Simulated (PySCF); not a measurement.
# Ionising BiBr

PBE0; Bi def2-SVP with ECP60, Br def2-SVP; scalar-relativistic core potentials (PySCF 2.14). Neutral (UKS): triplet (π ↑↑), Re = 2.607 Å, ωe = 228 cm⁻¹, De = 2.65 eV, HOMO -6.13 eV, LUMO -2.91 eV.

BiBr⁺ (UKS): doublet (π ↑), Re = 2.499 Å, ωe = 272 cm⁻¹. The energies at the minima are -2788.20992 hartree for BiBr and -2787.90623 for BiBr⁺.

Work out the adiabatic ionisation energy, without and with harmonic zero-point energies (1 hartree = 27.2114 eV, 1 eV = 8065.5 cm⁻¹), and the change of the bond length.

At PBE0: 0.30369 hartree = 8.264 eV between the minima; the zero-point term (272.0 − 228.0)/2 cm⁻¹ = +0.003 eV makes it 8.267 eV. Re changes by -10.8 pm against the neutral. The electron leaves a π orbital, and the shorter bond of the ion fits an antibonding orbital, or a change in how ionic the bond is.

Spin–orbit coupling is left out, which matters for elements this heavy, above all for dissociation energies. States were picked by a PBE0 search and need not be the measured ground states.
